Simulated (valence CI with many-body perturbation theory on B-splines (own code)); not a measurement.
The numbers below are computed, except where a source is named.
# Basis-set convergence for Rh XXXI

Method: configuration interaction combined with many-body perturbation theory (CI+MBPT): five valence electrons over a frozen Dirac-Fock core [Ne], radial functions for each j: 9 s, 9 p, 8 d, 6 f, 3 g, 1 h, with the one-electron correlation potential Σ1 (screened to all orders), the two-electron term Σ2, the three-electron term Σ3, Breit, model QED; selected single and double excitations, second order for the rest, scaled by the run's own slope (own B-spline code, finite nucleus).

No measured spectrum was set against this ion. As an estimate, large intervals hold to a few tenths of a per cent, small ones and those within an open d or f shell to about a per cent. Among the levels kept, up to 1700 cm⁻¹ of a level comes from second order outside the variational space, and about a tenth of that is noise between levels of different J, which matters for small intervals.

The reference run has the lowest level (3s^2 3p1/2^2 3p3/2) J=3/2 and an ionisation energy of 1748.58 eV. Its largest variational space holds 19999 state functions.

Levels are named by their leading jj configuration (3d3/2^4 stands for four electrons in 3d with j = 3/2), which in mixed levels can hold well under half, so a name can repeat and another be missing. Letters in brackets count levels of one name in rising energy.

Changed runs:
A. basis 6 s, 6 p, 5 d, 3 f, 1 g
B. basis 5 s, 5 p, 4 d, 2 f

Excitation energies of the reference run in cm⁻¹, and shifts in cm⁻¹:

```tsv
Level	Reference	A	B
(3s^2 3p1/2 3p3/2^2) J=3/2	223747	-48	-127
(3s^2 3p1/2 3p3/2^2) J=5/2	273840	+68	+286
(3s^2 3p1/2 3p3/2^2) J=1/2	337025	+118	+427
(3s^2 3p3/2^3) J=3/2	563197	+48	+221
(3s 3p1/2^2 3p3/2^2) J=5/2	852447	-111	-363
(3s^2 3p1/2^2 3d3/2) J=3/2 [a]	925616	+106	+133
(3s 3p1/2^2 3p3/2^2) J=1/2	984418	-27	-64
(3s^2 3p1/2^2 3d3/2) J=3/2 [b]	1019060	+130	+319
(3s^2 3p1/2^2 3d5/2) J=5/2	1070070	+322	+777
(3s 3p1/2 3p3/2^3) J=3/2	1122140	-15	-123
(3s 3p1/2 3p3/2^3) J=5/2	1162100	+86	+116
(3s^2 3p1/2 3p3/2 3d3/2) J=3/2 [a]	1168410	+137	+180
Ionisation energy (eV)	1748.58	-0.039	-0.13
```
